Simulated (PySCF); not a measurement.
The multiplicity is imposed and other spin states were not computed.

Cartesian coordinates (Å):
```xyz
5

Ag     0.0090     0.0170    -0.0126
O      0.9688     0.2033    -1.9424
H      1.4255     1.0482    -2.0646
H      0.3532     0.1329    -2.6863
F     -0.8606    -0.1376     1.7149
```
Charge 0, spin multiplicity 1.

Task: What is the computed dipole moment, HOMO, LUMO, total energy, HOMO–LUMO gap and charge on the central atom (Mulliken) (TPSSh-D3(BJ)/def2-TZVP // r2SCAN-D4/def2-SVP (PySCF))?

Result: 
dipole moment: 8.35 D
HOMO: -6.28 eV
LUMO: -1.91 eV
total energy: -323.2902 Ha
HOMO–LUMO gap: 4.37 eV
charge on the central atom (Mulliken): 0.44 e
